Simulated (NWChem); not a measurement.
System: CH$_{7}$FSi$_{2}$; SMILES FC([SiH3])[SiH3]

```xyz
11

F     -1.6797    -0.1682     0.0000
C     -0.4161     0.4343     0.0000
Si     0.4702    -0.0536    -1.6126
Si     0.4702    -0.0536     1.6126
H     -0.5562     1.5326     0.0000
H     -0.3666     0.3440    -2.7823
H      1.7877     0.6504    -1.6717
H      0.6914    -1.5289    -1.6401
H     -0.3666     0.3440     2.7823
H      1.7877     0.6504     1.6717
H      0.6914    -1.5289     1.6401
```
Atoms are numbered in this order, from 1.

Coordinates come from a PBE0/def2-SVP optimisation.

Task: Give the principal values of the shielding tensors (ppm) of F1, C2, Si3 from PBE0/pcSseg-1, GIAO (NWChem), with their diamagnetic and paramagnetic parts as GIAO splits them.

Result: 
```tsv
atom	σ11	σ22	σ33	isotropic	diamagnetic	paramagnetic
F1	439.0	451.5	517.2	469.3	472.7	-3.4
C2	54.3	76.9	198.3	109.9	253.1	-143.3
Si3	378.4	414.3	463.9	418.9	880.5	-461.6
```
